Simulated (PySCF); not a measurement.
B(Et)(Vi)(OEt), SMILES C=CB(CC)OCC (C6H13BO), singlet, GFN2-xTB optimised geometry.

```
21

B     -0.10     0.27     0.00
C     -0.81     1.71     0.00
C     -2.00     1.83    -0.96
H     -0.08     2.49    -0.24
H     -1.16     1.92     1.01
H     -2.75     1.08    -0.72
H     -1.67     1.66    -1.98
H     -2.45     2.81    -0.89
C     -1.01    -1.02     0.03
C     -1.05    -1.97    -0.90
H     -1.70    -1.12     0.86
H     -1.72    -2.81    -0.85
H     -0.42    -1.93    -1.78
O      1.23     0.27     0.00
C      2.07    -0.86     0.07
C      2.86    -0.83     1.38
H      1.48    -1.78     0.01
H      2.75    -0.81    -0.78
H      2.18    -0.90     2.23
H      3.54    -1.68     1.41
H      3.43     0.09     1.45
```

Density from PBE0/def2-SVP (PySCF 2.14.0) at that geometry.

Minimum of the electron density along straight lines between bonded atoms, close to the bond critical point (lines longer than 1.1 times the sum of covalent radii, or with two minima, are not listed):

```
bond     length / Å  ρ at the minimum / e bohr⁻³  ∇²ρ there / e bohr⁻⁵  position (fraction from the first atom)
-------  ----------  ---------------------------  --------------------  ---------------------------------------
B1–C2         1.602                        0.178                 -0.23                                     0.33
C2–C3         1.531                        0.237                 -0.52                                     0.50
C2–H4         1.091                        0.272                 -0.96                                     0.62
C2–H5         1.094                        0.267                 -0.92                                     0.62
C3–H6         1.088                        0.277                 -1.01                                     0.62
C3–H7         1.088                        0.276                 -1.00                                     0.62
C3–H8         1.089                        0.276                 -1.00                                     0.62
B1–C9         1.579                        0.178                 -0.11                                     0.32
C9–C10        1.326                        0.340                 -0.91                                     0.49
C9–H11        1.086                        0.275                 -1.01                                     0.62
C10–H12       1.080                        0.282                 -1.07                                     0.63
C10–H13       1.079                        0.282                 -1.07                                     0.63
B1–O14        1.332                        0.211                  1.32                                     0.33
O14–C15       1.410                        0.252                 -0.33                                     0.66
C15–C16       1.525                        0.248                 -0.58                                     0.51
C15–H17       1.096                        0.283                 -1.08                                     0.64
C15–H18       1.096                        0.281                 -1.06                                     0.63
C16–H19       1.087                        0.277                 -1.01                                     0.63
C16–H20       1.087                        0.276                 -1.01                                     0.62
C16–H21       1.087                        0.277                 -1.02                                     0.63
```
